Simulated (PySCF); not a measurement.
A calculated (PW91, PySCF 2.14, dyall-acv3z, the non-relativistic Hamiltonian (point nucleus)) atom or ion has these occupied shells.

| shell | electrons | orbital energy (eV) | rms radius, mean of both spins (bohr) |
| --- | --- | --- | --- |
| 1s α | 1 | -1267.0 | 0.152 |
| 1s β | 1 | -1266.9 | 0.152 |
| 2s α | 1 | -88.672 | 0.766 |
| 2s β | 1 | -88.517 | 0.766 |
| 2p α | 3 | -55.853 | 0.779 |
| 2p β | 3 | -55.684 | 0.779 |
| 3s α | 1 | -11.952 | 2.97 |

**Question.** Name the element and its charge.

**Answer.** Mg+ (magnesium, charge +1), in [Ne] 3s1, 2S determinant.
